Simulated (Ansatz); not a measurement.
Molecule: CH7AlN2, charge 0, multiplicity 1. SMILES: [Al]([NH2])([CH3])[NH2]
Structure (B3LYP-D3(BJ)/def2-TZVP (Ansatz, a quantum-chemistry and plane-wave program) minimum search):
```
Al
N 1 1.7769
H 2 1.0075 1 124.02
H 2 1.0075 3 109.90 1 -179.75
N 1 1.7769 2 118.42 3 179.60
H 5 1.0075 1 124.02 2 -179.60
H 5 1.0075 6 109.90 1 179.75
C 1 1.9523 2 120.79 3 -0.95
H 8 1.0928 1 111.86 2 150.68
H 8 1.0928 9 107.59 1 123.23
H 8 1.0939 9 107.03 10 114.74
```

Parts of the frozen-core correlation energy in aug-cc-pV(D+d)Z (Ansatz, hartree). Frozen orbitals: 8; correlated occupied orbitals by spin: 12 and 12; virtual: 144 and 144. No spin-orbit coupling. No relativistic terms.

```json
[
 {"term": "reference (HF)", "value": "-392.87586"},
 {"term": "MP2 opposite-spin", "value": "-0.45008"},
 {"term": "MP2 same-spin", "value": "-0.14110"},
 {"term": "CCSD correlation", "value": "-0.63287"},
 {"term": "(T)", "value": "-0.01961"},
 {"term": "T1 diagnostic", "value": "0.012"},
 {"term": "largest doubles amplitude", "value": "0.018"}
]
```
